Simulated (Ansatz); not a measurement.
A nudged elastic band was laid between two geometries of BCl2F + FH (6 atoms, charge 0, multiplicity 1).

Computed with RKS PBE-D4/def2-SVP (Ansatz 0.2.0).

| Property | Result |
| --- | --- |
| movable images | 7 |
| climbing image | from the first iteration |
| spring | 5.0 eV/Å² |
| optimiser | lbfgs |
| start path | through a guess of the saddle point |
| force threshold | 0.05 eV/Å |
| iteration limit | 60 |
| end points | relaxed |

First end point:

```xyz
6
Properties=species:S:1:pos:R:3
B 0.054 0.212 0.080
Cl 0.034 0.554 1.834
Cl 1.520 0.457 -0.845
F -1.099 -0.005 -0.525
F 0.306 -2.116 0.632
H 0.258 -1.766 1.506
```

Last end point:

```xyz
6
Properties=species:S:1:pos:R:3
B 0.112 -0.439 -0.507
Cl 0.076 0.096 2.578
Cl 1.525 0.487 -0.972
F -1.106 0.041 -0.688
F 0.250 -1.681 -0.046
H 0.216 -1.167 2.315
```

Problem. What changes between the two ends?

Solution. Bonds broken: B1–Cl2, F5–H6. Bonds formed: B1–F5, Cl2–H6. BCl2F + FH becomes BClF2 + ClH.

Problem. Give the energies along the band, and the barrier.

Solution. The forces met the threshold. The highest image is number 3 of 0 to 8, 27.0 kJ/mol above the first end and 88.3 kJ/mol above the last; the last end lies 61.4 kJ/mol below the first. Another band between the same ends (7 images) ends at a top of the same energy, where a vibrational analysis finds 1 clearly imaginary mode. The orbitals stay closed-shell, which can raise the energy where a bond breaks towards radicals; this wasn't checked here.

```
image  path coordinate (Å)  energy (kJ/mol)  B1–Cl2 (Å)  F5–H6 (Å)  B1–F5 (Å)
    0                 0.00              0.0        1.79       0.94       2.41
    1                 0.30              2.6        1.82       0.95       2.09
    2                 0.61             13.2        1.89       1.00       1.80
    3                 0.91             27.0        2.03       1.16       1.58
    4                 1.19              3.5        2.21       1.43       1.44
    5                 1.48            -33.1        2.47       1.70       1.37
    6                 1.76            -53.2        2.77       1.94       1.35
    7                 2.04            -59.9        3.01       2.13       1.34
    8                 2.32            -61.4        3.13       2.42       1.33
```

Problem. What is the geometry of the highest image?

Solution. 
```xyz
6
Properties=species:S:1:pos:R:3:forces:R:3
B 0.096 -0.216 0.030 0.00 0.00 0.00
Cl 0.074 0.227 2.006 0.01 0.00 0.00
Cl 1.544 0.371 -0.803 0.00 0.01 0.00
F -1.109 -0.035 -0.502 0.00 -0.01 0.00
F 0.252 -1.733 0.443 0.00 0.00 0.00
H 0.215 -1.279 1.506 -0.01 0.00 0.00
```

Run time: 7.3 min on 1 thread of Arm Neoverse V1, with other jobs on the host, peak memory 0.15 GiB.
